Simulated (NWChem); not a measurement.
Molecule: MoHSO2F; SMILES [O]=[Mo]([OH])([F])=[S]

```xyz
6

Mo    -0.0023    -0.2125     0.0440
O      0.1964    -0.6046     1.6470
S     -0.0520     1.8907    -0.1114
F     -1.5851    -0.9179    -0.5761
O      1.4372    -0.8486    -0.9320
H      2.1257    -1.4400    -0.6009
```
Atoms are numbered in this order, from 1.

Computed with NWChem. Structure relaxed at the PBE0/def2-SVP (def2 core potentials past Kr) level.

### Question
Predict the results for Hartree-Fock/STO-3G, non-relativistic. Quantities: highest occupied level (eV); orbital gap (eV); dipole (D).

### Answer
The highest occupied level (eV) is -6.66. The orbital gap (eV) is 11.36 and the dipole (D) is 2.25.
